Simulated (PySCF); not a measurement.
Here is a job for PySCF.
```python
from pyscf import gto, scf

mol = gto.M(
    atom='''
Si   -0.10256788    0.38934540    0.26154960
N     1.46722304   -0.20815335   -0.02529936
N    -1.33932559   -0.67141324   -0.33230244
H    -0.27774288    0.43873581    1.67031132
H    -0.01987234    1.73796994   -0.39305126
H     1.79513702   -1.04606462    0.38402160
H     1.86129176   -0.10721119   -0.95909880
H    -2.27009437   -0.47054869   -0.08855397
H    -1.28897380   -0.95817033   -1.26405665
''',
    basis='sto-3g',
    verbose=4,
)

mf = scf.RHF(mol)
mf.kernel()
g = mf.nuc_grad_method()
grad = g.kernel()
```

Task: Predict the HOMO-LUMO gap from HF/STO-3G, gradient run with PySCF.

Result: 21.65 eV

Task: What is the computed HOMO energy (HF/STO-3G, gradient)?

Result: -8.18 eV

Task: What number of basis functions does HF/STO-3G, gradient give?

Result: 25

Task: Estimate the nuclear repulsion energy that HF/STO-3G, gradient returns for this input.

Result: 120.0572 Eh

Task: Estimate the total energy that HF/STO-3G, gradient returns for this input.

Result: -396.5854 Eh
